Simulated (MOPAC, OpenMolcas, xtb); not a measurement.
# A ladder of methods for GeH3O2F (SMILES [OH][GeH]([OH])[F])

GeH3O2F: 7 atoms, total charge 0, spin state singlet. SMILES: `[OH][GeH]([OH])[F]`. The shape is that of a PBE0-D4/def2-TZVP optimisation. This is one conformer, not always the lowest.

```xyz
7

O    -0.3529    1.1403   -0.8593
Ge   -0.1075   -0.0268    0.4324
O     1.5182   -0.6560    0.3076
F    -1.2603   -1.2845    0.1132
H    -1.2092    1.0418   -1.2839
H    -0.3314    0.4858    1.8475
H     1.8044   -0.7687   -0.6031
```

Each level gives the dipole moment (D). The values are calculated.

| level | kind | program | value (D) | CPU time |
| --- | --- | --- | --- | --- |
| PM6 | semi-empirical | MOPAC | 1.56 | under 2 s |
| GFN0-xTB | semi-empirical | xtb | 1.48 | under 2 s |
| HF/def2-SVP | Hartree–Fock | OpenMolcas | 1.29 | 9.6 s |
| SVWN5/def2-SVP | LDA | OpenMolcas | 1.24 | 23 s |
| BLYP/def2-SVP | GGA | OpenMolcas | 1.18 | 33 s |
| TPSS/def2-SVP | meta-GGA | OpenMolcas | 1.20 | 44 s |
| BHLYP/def2-SVP | global hybrid | OpenMolcas | 1.23 | 27 s |

All-electron rows without a relativistic Hamiltonian named are non-relativistic. The values span 1.18 to 1.56 D. Magnitudes only. CPU times are rough (shared hosts, several kinds of processor and program).
